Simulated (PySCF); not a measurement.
**Radial density of N²⁺ (nitrogen, charge +2)**

UHF, [He] 2s1 2p1 3d1, one real determinant (an excited configuration). Calculation: PySCF 2.14, in aug-cc-pV5Z; no relativity, point nucleus.

```tsv
r (bohr)	4πr²ρ (e/bohr)	4πr²(ρα − ρβ)
0.00357	0.03101	0.0011
0.00600	0.08484	0.0031
0.0101	0.2266	0.0083
0.0170	0.5826	0.0212
0.0285	1.403	0.0507
0.0480	3.029	0.1078
0.0807	5.457	0.1865
0.136	7.283	0.2267
0.228	5.975	0.1870
0.384	2.572	0.4521
0.646	1.731	1.5266
1.09	1.763	1.7609
1.83	0.6286	0.6286
3.08	0.3303	0.3303
5.17	0.08679	0.0868
8.70	0.0001371	0.0001
```

⟨L²⟩ = 8.01 against 12 for a pure F term, so this real determinant mixes terms. The outer electron is Rydberg-like, and this basis confines it to a smaller radius and binds it less than a complete one would.
